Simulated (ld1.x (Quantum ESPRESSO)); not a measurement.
**indium: one change to an ultrasoft potential, before and after**

```
Element                 : indium (In)
Generator               : ld1.x (Quantum ESPRESSO) 7.5
Type                    : ultrasoft
Functional              : PBE
Relativity              : scalar-relativistic
Frozen core             : [Kr] 4d10
Valence charge          : 3
Reference configuration : 5s2 5p1
Partial waves           : 5s (bound): rcut 2.10, rcutus 2.30 bohr; 5s channel at -0.1 Ry: rcut 2.10, rcutus 2.30 bohr; 5p (bound): rcut 2.30, rcutus 3.05 bohr; 5p channel at 2 Ry: rcut 2.30, rcutus 3.05 bohr
Local potential         : all-electron potential smoothed inside 2.40 bohr (lloc = -1)
Core correction         : a·sin(br)/r model core, default radius (core density twice the valence density)
Augmentation charge     : built from norm-conserving waves at rcut, not smoothed further
```

Change: core correction a·sin(br)/r model core inside 2.84 bohr.

Cutoffs: the cutoffs (Ry, on a coarse ladder) from which the occupation-weighted sum of valence levels, in a spherical-Bessel basis at the reference potential, stays within 10 and 1 mRy of its value at 400 Ry; they do not see the model core or the augmentation charge, which bear on the density cutoff. Errors are all-electron minus pseudo energies relative to the spin-unpolarised reference configuration.

**Question.** What does the change do?

**Answer.** Both files are so soft that the ladder of cutoffs tells neither apart; of the 7 tests that both files solve, the error grows in 0 and shrinks in 4 by more than 15 % and 0.3 meV (median size 22.5 → 9.5 meV); neither file shows a bound ghost. The default core radius of the base comes out at 1.96 bohr. A wider model core is smoother and lowers the density cutoff, which this test does not measure.

```tsv
quantity	base	changed
cutoff, loose	6 Ry	6 Ry
cutoff, tight	8 Ry	8 Ry
bound ghosts	none	none
error for 5s2 5p0, meV [ΔE 5.36 eV]	-16	-16
error for 5s1 5p0, meV [ΔE 24.60 eV]	-214	-135
error for 5s2 5p0.5, meV [ΔE 1.94 eV]	-2.8	-3.0
error for 5s0 5p3, meV [ΔE 11.95 eV]	-87	+9.5
error for 5s1 5p2, meV [ΔE 5.84 eV]	-22	-0.7
error for 5s2 5p1.3, meV [ΔE -0.53 eV]	-0.2	-0.3
error for 5s1 5p1, meV [ΔE 11.96 eV]	-64	-37
s: phases at 3.29 bohr within 0.05 rad from the reference energy up to (Ry; the scan ends near 5)	to the end of the scan	to the end of the scan
p: phases at 3.29 bohr within 0.05 rad from the reference energy up to (Ry; the scan ends near 5)	3.0	3.0
lowest overlap eigenvalue by channel	s 0.33, p 0.53	s 0.33, p 0.53
```
